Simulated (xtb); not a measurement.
C3H6N2Si, SMILES CC1=NC=N[SiH2]1. All values are semi-empirical tight-binding results from xtb (GFN2-xTB unless named), good for trends rather than for accurate numbers. The structure is a stationary point at GFN2-xTB. The structure was generated by enumeration, and PubChem lists no compound with its InChIKey, so it may never have been made.

Optimised geometry:

```xyz
12

C     -2.2605    -0.2834     0.3750
C     -0.7982    -0.2570     0.1658
N     -0.0905    -1.3211     0.2922
C      1.2545    -1.0569     0.0485
N      1.6959     0.0953    -0.2568
Si     0.3586     1.2140    -0.3066
H     -2.5265     0.4163     1.1665
H     -2.6006    -1.2826     0.6388
H     -2.7623     0.0467    -0.5340
H      1.9211    -1.9060     0.1350
H      0.0999     1.6927    -1.6546
H      0.4361     2.2023     0.7566
```
Charge 0, spin multiplicity 1.

* **point group as xtb finds it**: Cs
* **orbital gap**: 1.82 eV
* **dipole moment**: 3.02 D
* **zero-point energy**: 52.9 kcal/mol
* **G − E(el) at 298.15 K (modified RRHO)**: 33.9 kcal/mol
* **static polarisability (D4 model)**: 74.3 bohr³
* **solvation energy, GFN2-xTB/ALPB(water)**: -4.3 kcal/mol
* **solvation energy, GFN2-xTB/ALPB(acetone)**: -5.8 kcal/mol

Problem. Give the atomic charges and the Wiberg bond orders between heavy atoms. (An estimate is asked for; the answer gives what the named calculation found.)

Solution. charges (e) C1 -0.11, C2 0.02, N3 -0.28, C4 0.16, N5 -0.36, Si6 0.48, H7 0.06, H8 0.06, H9 0.06, H10 0.04, H11 -0.07, H12 -0.07. Bond orders C1–C2 1.07, C2–N3 1.77, N3–C4 1.12, C4–N5 1.81, C2–Si6 0.81, N5–Si6 1.06.
